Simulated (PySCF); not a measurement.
## The potential of point charges around `CC(=O)P(C)CO`

Species: `C(=O)(C)P(C)CO`. Coordinates (GFN2-xTB, Å) and charges (e) from the PBE0/pcSseg-1 density (PySCF):

| atom | x | y | z | Mulliken | IAO | Hirshfeld | ESP-fitted |
| --- | --- | --- | --- | --- | --- | --- | --- |
| C1 | 2.353 | 0.181 | 0.047 | -0.2405 | -0.4722 | -0.1240 | -0.9526 |
| C2 | 1.046 | -0.551 | 0.045 | +0.0082 | +0.2235 | +0.1291 | +0.9235 |
| O3 | 0.865 | -1.598 | 0.621 | -0.3819 | -0.4086 | -0.2073 | -0.5425 |
| P4 | -0.278 | 0.200 | -1.038 | +0.2106 | +0.3909 | +0.1204 | -0.4428 |
| C5 | -0.769 | 1.567 | 0.112 | -0.4656 | -0.6020 | -0.1642 | -0.0653 |
| C6 | -1.654 | -1.009 | -0.602 | -0.1093 | -0.2153 | -0.0425 | +0.1862 |
| O7 | -1.869 | -1.167 | 0.767 | -0.4494 | -0.5439 | -0.2246 | -0.6349 |
| H8 | 2.994 | -0.170 | 0.853 | +0.1422 | +0.1668 | +0.0543 | +0.2315 |
| H9 | 2.837 | -0.018 | -0.909 | +0.1567 | +0.1799 | +0.0614 | +0.2435 |
| H10 | 2.196 | 1.255 | 0.121 | +0.1337 | +0.1577 | +0.0535 | +0.2972 |
| H11 | 0.055 | 2.263 | 0.249 | +0.1466 | +0.1512 | +0.0427 | +0.0149 |
| H12 | -1.601 | 2.096 | -0.350 | +0.1537 | +0.1624 | +0.0478 | +0.1219 |
| H13 | -1.089 | 1.156 | 1.069 | +0.1620 | +0.1625 | +0.0371 | +0.0374 |
| H14 | -2.579 | -0.613 | -1.033 | +0.1444 | +0.1563 | +0.0459 | +0.1256 |
| H15 | -1.423 | -1.963 | -1.095 | +0.1387 | +0.1370 | +0.0364 | +0.0337 |
| H16 | -1.092 | -1.620 | 1.129 | +0.2499 | +0.3538 | +0.1339 | +0.4227 |

Points outside the species (Å): A (-1.9, -5.5, 2.0); B (3.1, 2.0, 5.9); C (-4.5, 2.6, -2.6); D (5.7, 1.0, 2.9); E (-4.4, 0.5, 3.0).

Question: Find the potential V = 14.3996 V·Å × Σ q/r of each set of charges at these points.

Answer: In volts:

| point | nearest atom | distance (Å) | Mulliken | IAO | Hirshfeld | ESP-fitted |
| --- | --- | --- | --- | --- | --- | --- |
| A | H16 | 4.06 | -0.391 | -0.332 | -0.176 | -0.172 |
| B | H8 | 5.49 | -0.024 | -0.047 | -0.003 | +0.055 |
| C | H12 | 3.70 | +0.192 | +0.151 | +0.048 | +0.074 |
| D | H8 | 3.59 | +0.148 | +0.104 | +0.081 | +0.137 |
| E | O7 | 3.76 | -0.377 | -0.491 | -0.223 | -0.298 |

Question: How far are the other sets from the ESP-fitted one at these points?

Answer: Root-mean-square difference: Hirshfeld 0.051 V, Mulliken 0.122 V, IAO 0.127 V. The ESP scheme fits charges at the nuclei, held to the total charge, to the electrostatic potential on points at 1.4 to 2.0 times the van der Waals radii.

Question: What energy would a point charge of -2 e have at E in the field of the ESP charges, leaving out polarisation?

Answer: +0.596 eV = +57.5 kJ/mol, a repulsion.

Geometry: GFN2-xTB, one conformer, isolated molecule.

The values belong to the conformer `[CH3:1][C:2](=[O:3])[P:4]([CH3:5])[CH2:6][OH:7]`: C1–C2–P4–C5 -78°, C2–P4–C6–O7 52°, H–O7–C6–P4 -68°.
